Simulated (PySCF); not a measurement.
Compound: C4H8BCl.
Atom-mapped SMILES: `[Cl:1][B:2]1[CH2:3][CH2:4][CH2:5][CH2:6]1` (hydrogens: H7, H8 on C3; H9, H10 on C4; H11, H12 on C5; H13, H14 on C6)

Geometry (PBE0-D3(BJ)/def2-SVP, Å), atoms numbered from 1 in this order:
```
atom  x, y, z in Å
Cl1    0.866    4.799    3.280
B2     0.692    3.253    2.464
C3    -0.670    2.563    2.105
C4    -0.239    1.421    1.170
C5     1.170    1.024    1.631
C6     1.875    2.344    1.981
H7    -1.059    2.153    3.060
H8    -1.463    3.220    1.718
H9    -0.937    0.569    1.161
H10   -0.191    1.798    0.133
H11    1.094    0.400    2.539
H12    1.706    0.421    0.881
H13    2.266    2.827    1.063
H14    2.733    2.258    2.664
```

Method used: core-valence-separated Tamm–Dancoff BHandHLYP/aug-pcX-1 (pcseg-1 on H, def2-SVPD on Cl) in PySCF, non-relativistic, gas phase, PBE0-D3(BJ)/def2-SVP geometry.

Computed boron K-edge spectrum, Gaussian lines of 0.4 eV full width, highest printed point 100; it ends one width below the last computed root. The energies are unshifted.

| photon energy (eV) | absorption |
| --- | --- |
| 186.4 | 1 |
| 186.6 | 16 |
| 186.8 | 81 |
| 187.0 | 100 |
| 187.2 | 31 |
| 187.4 | 2 |
| 187.6 | 0 |
| 187.8 | 0 |
| 188.0 | 0 |
| 188.2 | 0 |
| 188.4 | 0 |
| 188.6 | 0 |
| 188.8 | 0 |
| 189.0 | 0 |
| 189.2 | 0 |
| 189.4 | 0 |
| 189.6 | 0 |
| 189.8 | 0 |
| 190.0 | 0 |
| 190.2 | 0 |
| 190.4 | 0 |
| 190.6 | 0 |
| 190.8 | 0 |
| 191.0 | 0 |
| 191.2 | 0 |
| 191.4 | 1 |
| 191.6 | 4 |
| 191.8 | 13 |
| 192.0 | 33 |
| 192.2 | 35 |
| 192.4 | 11 |
| 192.6 | 2 |
| 192.8 | 8 |
| 193.0 | 16 |
| 193.2 | 8 |

Problem. Assign the maxima to core holes.

Solution. 3 maxima:
- 186.9 eV: B2 (three-coordinate boron), 186.93 eV, f = 0.095, 100 % of the height at the exact maximum
- 192.1 eV: B2 (three-coordinate boron), 192.12 eV, f = 0.034, 98 % of the height at the exact maximum
- 193.0 eV: B2 (three-coordinate boron), 193.00 eV, f = 0.013, 99 % of the height at the exact maximum

Roots within 0.03 eV on the same or equivalent atoms count as one line; shares under 12 % aren't listed.

Vibrational structure and lifetime widths aren't in the curve. The ionisation threshold wasn't computed; near and above it a finite basis only mimics Rydberg series and continuum.

One conformer stands for the species.
